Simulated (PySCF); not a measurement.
All of these have the formula C5H4F4O. Method used: TDDFT PBE0/def2-SVPD, vertical, gas phase, core orbitals frozen in the response in PySCF. Geometries: GFN2-xTB; one conformer of each isolated species. Triplets are in the Tamm–Dancoff approximation.

A. `FC(F)(F)/C(C(=O)F)=C\C`
B. `C=C(O/C=C\F)C(F)(F)F`
C. `O=C(F)C1(C(F)(F)F)CC1`

Lowest singlet levels (six at most, fewer where fewer were computed) with oscillator strengths:

1. 5.64 eV (f 0.088); 6.37 eV (f 0.040); 6.61 eV (f 0.037); 7.35 eV (f 0.009); 7.51 eV (f 0.145); 7.57 eV (f 0.083); T1 3.98 eV
2. 5.12 eV (f 0.000); 6.23 eV (f 0.465); 6.91 eV (f 0.001); 7.63 eV (f 0.000); 7.79 eV (f 0.029); 8.03 eV (f 0.000); T1 3.76 eV
3. 6.14 eV (f 0.000); 7.73 eV (f 0.007); 7.75 eV (f 0.203); 8.72 eV (f 0.001); 8.82 eV (f 0.015); 8.99 eV (f 0.022); T1 5.58 eV

Task: Match each spectrum to its molecule.

Result: 1 = B, 2 = A, 3 = C.
- A: S1 at 5.12 eV, HOMO-1→LUMO (96%); Löwdin shares by element: HOMO carbon 69% or more, oxygen 10% (atoms not listed hold the other 21%); LUMO carbon 64% or more, oxygen 15% (atoms not listed hold the other 22%); HOMO -9.11 and LUMO -2.50 eV.
- B: S1 at 5.64 eV, HOMO→LUMO (94%); Löwdin shares by element: HOMO carbon 54% or more, oxygen 22% (atoms not listed hold the other 25%); LUMO carbon 61% or more, oxygen 7% (atoms not listed hold the other 32%); HOMO -7.33 and LUMO -0.75 eV.
- C: S1 at 6.14 eV, HOMO→LUMO (98%); Löwdin shares by element: HOMO oxygen 66%, carbon 17% or more, fluorine 10% or more; LUMO carbon 44% or more, oxygen 28%, fluorine 10% or more (atoms not listed hold the other 17%); HOMO -9.61 and LUMO -1.11 eV; point group Cs, 1 of its 6 listed states under f = 0.0005.
